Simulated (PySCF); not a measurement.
An excited-state job on Si(vinyl)2(NHiPr)2 (`C=C[Si](C=C)(NC(C)C)NC(C)C`).

Computed with TDDFT CAM-B3LYP/def2-SVPD, vertical, gas phase, core orbitals frozen in the response (PySCF 2.14.0, density-fitted response routines). Geometry: PBE0-D3(BJ)/def2-SVP. A driver script takes a list of jobs; this job's settings line and coordinates (Å) are shown.

Command:
```bash
OMP_NUM_THREADS=2 python probes_run.py task.json out
```

Input:
```
{"job": {"kind": "uv", "xc": "CAM-B3LYP", "basis": "def2-SVPD", "ip": false, "nstates": 10}, "charge": 0, "multiplicity": 1}
Si     0.477957    -0.037113     0.342421
C      0.455052    -0.341845     2.198836
C      1.255260     0.274198     3.077472
H     -0.287786    -1.045371     2.603714
H      2.016559     0.993086     2.752505
H      1.191096     0.095467     4.157054
C      2.240050     0.236642    -0.257116
C      3.334504    -0.273172     0.320728
H      2.389025     0.827299    -1.173574
H      3.273955    -0.876556     1.233801
H      4.339938    -0.115072    -0.086664
N     -0.314354     1.413610    -0.183965
C     -1.616425     1.951186     0.171400
C     -1.500156     3.040257     1.235207
C     -2.572256     0.854590     0.617858
H      0.318914     2.134721    -0.514128
H     -2.056409     2.413075    -0.735386
H     -1.086796     2.617653     2.164880
H     -2.479385     3.492778     1.460017
H     -0.826412     3.846105     0.902575
H     -2.234598     0.399693     1.563242
H     -3.575260     1.272316     0.790387
H     -2.642832     0.053551    -0.130393
N     -0.299305    -1.465515    -0.268077
C     -0.388668    -1.964501    -1.629990
C      0.722997    -2.965822    -1.938555
C     -0.398383    -0.830629    -2.644579
H     -0.379009    -2.212926     0.414163
H     -1.355580    -2.495920    -1.733426
H      1.706725    -2.474685    -1.868822
H      0.614708    -3.393325    -2.948358
H      0.712737    -3.799032    -1.217856
H      0.562689    -0.291459    -2.646604
H     -0.556197    -1.230525    -3.657211
H     -1.187464    -0.099577    -2.422315
```

Output:
```
coarse grid: 28248 points
cycle   1  E = -792.3829849123  dE =  1.343e+00  |g| = 6.119e-01  |ddm| = 1.325e+01
cycle   2  E = -792.4016436654  dE = -1.866e-02  |g| = 5.872e-01  |ddm| = 2.493e+00
cycle   3  E = -792.4781820038  dE = -7.654e-02  |g| = 8.645e-02  |ddm| = 1.201e+00
cycle   4  E = -792.4795952634  dE = -1.413e-03  |g| = 4.315e-02  |ddm| = 2.445e-01
cycle   5  E = -792.4800672363  dE = -4.720e-04  |g| = 4.940e-03  |ddm| = 1.067e-01
cycle   6  E = -792.4800723468  dE = -5.110e-06  |g| = 2.609e-03  |ddm| = 1.884e-02
final grid: 264176 points
cycle   7  E = -792.6147016069  dE = -9.141e-05  |g| = 6.717e-03  |ddm| = 3.050e-01
cycle   8  E = -792.6147010525  dE =  5.544e-07  |g| = 7.155e-03  |ddm| = 4.002e-02
cycle   9  E = -792.6147130253  dE = -1.197e-05  |g| = 7.576e-04  |ddm| = 1.370e-02
cycle  10  E = -792.6147131540  dE = -1.286e-07  |g| = 3.367e-04  |ddm| = 2.282e-03
cycle  11  E = -792.6147131846  dE = -3.067e-08  |g| = 5.816e-05  |ddm| = 1.265e-03
cycle  12  E = -792.6147131855  dE = -8.583e-10  |g| = 2.728e-05  |ddm| = 2.596e-04
converged SCF energy = -792.6147131855

Static polarisability (au): isotropic 160.908, principal 140.292 167.379 175.054

Singlet excitations
state   eV       nm        f      main configurations
  1   5.5585    223.1   0.01364   H->L 0.90
  2   5.7344    216.2   0.01728   H-1->L 0.72, H->L+1 0.16
  3   5.9163    209.6   0.07464   H->L+1 0.66, H-1->L 0.19
  4   5.9741    207.5   0.00319   H-1->L+1 0.44, H->L+2 0.28, H-1->L+3 0.11
  5   6.2226    199.2   0.01994   H-1->L+2 0.37, H->L+3 0.37, H->L+1 0.11
  6   6.2473    198.5   0.08033   H-1->L+1 0.36, H->L+2 0.33, H-1->L+3 0.13
  7   6.6212    187.3   0.03670   H-2->L 0.63, H-4->L 0.17, H-1->L+1 0.11
  8   6.9157    179.3   0.07082   H-2->L+1 0.36, H-4->L+1 0.33
  9   6.9881    177.4   0.00380   H-1->L+2 0.28, H->L+5 0.21, H->L+3 0.20
 10   7.0088    176.9   0.02158   H-1->L+3 0.25, H->L+2 0.19, H->L+4 0.17

Triplet excitations (Tamm-Dancoff, eV): 4.0932 4.1237 5.4331 5.4996
```

The SCF starts on a coarse grid where the log names one; the energy can jump when the final grid takes over, and dE then counts from the start density on the new grid. H and L stand for HOMO and LUMO; the number after each pair is its weight.

**Question.** Give S1 in cm⁻¹ and kJ/mol.

**Answer.** 5.5585 eV × 8065.54 = 44832 cm⁻¹; × 96.485 = 536.3 kJ/mol.

Summary of the converged run: HOMO -7.65 eV, LUMO 0.70 eV; lowest singlet 5.56 eV; lowest triplet 4.09 eV (Tamm–Dancoff); mean polarisability 160.9 au.

Hardware: 2 threads, Intel Xeon 6975P-C (x86_64), shared host with 192 logical CPUs at a one-minute load of 62. Cost: 3.0 min wall, 6.5 min CPU (grids of density and orbitals included), 4.1 GiB resident at most.

One conformer stands for the species.
Labels such as C1 count atoms from 1, the log's own numbers from 0.
